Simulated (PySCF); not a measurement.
# Computed vibrations of Gd(NH2)3

Gd(NH2)3 (singlet in the valence; each metal's 4f electrons, 7 of them, lie in its core potential, out of spins and levels). PySCF 2.14.0, RKS PBE0, Gd lcecp-1-SVP with ECP53, N def2-SVP, H def2-SVP; non-relativistic Hamiltonian with scalar-relativistic core potentials where named; density fitting; no spin-orbit coupling. Central differences of gradients.

```xyz
10

Gd    0.0000    0.0000    0.0000
N     2.2283    0.0000    0.0000
H     2.8577    0.0000    0.8040
H     2.8577    0.0000   -0.8040
N    -1.1141    1.9298    0.0000
H    -1.4288    2.4749    0.8040
H    -1.4288    2.4749   -0.8040
N    -1.1142   -1.9298    0.0000
H    -1.4289   -2.4748    0.8040
H    -1.4289   -2.4748   -0.8040
```

Run from Python with OMP_NUM_THREADS=2. Where DIIS fails, smearing, a level shift and second-order steps follow.
It took 54 s on 2 threads of Intel(R) Xeon(R) Platinum 8375C CPU @ 2.90GHz (Ice Lake), with other jobs on the host.

Q: What are the harmonic wavenumbers and infrared intensities?

A: Modes are labelled in D3h; negative numbers are unstable modes, those under 60 cm⁻¹ near the noise; a finer grid moves soft modes by up to 10 cm⁻¹.
| cm⁻¹ | km/mol | symmetry |
| --- | --- | --- |
| -456 | – | e'' |
| -456 | – | e'' |
| -436 | – | a1'' |
| -95 | – | a2'' |
| 112 | 0.0 | e' |
| 112 | 0.0 | e' |
| 296 | 0.0 | e'' |
| 296 | 0.0 | e'' |
| 304 | 173.9 | a2'' |
| 390 | 0.0 | a2' |
| 426 | 287.5 | e' |
| 426 | 287.5 | e' |
| 502 | 195.1 | e' |
| 502 | 195.1 | e' |
| 530 | 0.0 | a1' |
| 1526 | 31.6 | e' |
| 1526 | 31.6 | e' |
| 1528 | 0.0 | a1' |
| 3533 | 14.1 | e' |
| 3533 | 14.1 | e' |
| 3534 | 0.0 | a1' |
| 3605 | 0.0 | e'' |
| 3605 | 0.0 | e'' |
| 3605 | 7.3 | a2'' |

Q: Is this a minimum?

A: No: 4 unstable; the lowest moves the atoms so:
```
Gd   0.00  0.00  0.00
N    0.00  0.00 -0.03
H   -0.04  0.05  0.00
H    0.04 -0.05  0.00
N    0.00  0.00  0.02
H   -0.42 -0.22  0.00
H    0.42  0.22  0.00
N    0.00  0.00  0.01
H   -0.46  0.25  0.00
H    0.46 -0.25  0.00
```

An lcecp potential fixes the number of 4f electrons, so in runs with it no electron can move into or out of that shell.
